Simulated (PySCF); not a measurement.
**Identify the compound**

Molecular formula: C7H14OSi. Simulated spectra:

1H NMR (500 MHz, computed): δ 5.10 (m, 1H), 5.07 (m, 1H), 4.84 (m, 1H), 4.84 (m, 1H), 4.00 (m, 1H), 3.60 (m, 1H), 3.45 (s, 3H), 2.36 (s, 3H), 1.46 (m, 1H), 1.07 (m, 1H).

13C{1H} NMR (computed): δ 158.7 (C), 118.0 (CH2), 77.5 (CH), 61.5 (CH3), 52.9 (CH), 22.8 (CH3), 9.7 (CH2).

PySCF 2.14.0 with density-fitted response routines calculation with coordinates at the GFN2-xTB level and σ from GIAO-PBE0/pcSseg-1; no solvent, one computed conformer, averaged over atoms made equivalent by symmetry, fast rotation or ring inversion, no relativistic terms.

Referencing at the same level of theory: 1H (σ = 31.72 ppm) and 13C (σ = 186.93 ppm) vs TMS.

Q: Propose a structure and justify it.

A: 
- The formula gives 2 degrees of unsaturation (1 ring in the answer).
- 7 carbon signals for 7 carbons: no two carbons are equivalent.
- Carbon types of the structure: 1 × C, 2 × CH, 2 × CH2, 2 × CH3, leaving 2 H on heteroatoms.
- δC 158.7: fully substituted alkene carbon; an sp2 carbon of a C=C bond.
- δC 118.0: terminal =CH2 carbon; an sp2 carbon of a C=C bond.
- δC 77.5: sp3 CH bonded to O and Si; deshielded by the electronegative neighbour.
- δC 61.5: methyl carbon bonded to O; the inductive effect lowers its shielding.
- δC 22.8: allylic methyl carbon; a saturated carbon with 1 carbon neighbour and no heteroatom attached.
- δH 3.45: hydrogen on a methyl carbon bonded to O; its carbon carries O, an electronegative neighbour.
- δH 2.36: hydrogen on an allylic methyl carbon; allylic position.

Structure: `C=C(C)[C@@H]1C[SiH2][C@@H]1OC`.

This is the structure that produced the data.

Shifts are as computed. Against solution values, carbons near 30 ppm lie about +3 ppm off and those near 130 ppm about +5 ppm. Of 1211 compounds with measured shifts, 218 miss one by over three times the rms of a fit or turn the order of signals round; such compounds aren't used in these exercises. Multiplicities follow the n + 1 count of equivalent neighbours, as no J values were calculated; m marks all less simple cases, F and P coupling included.
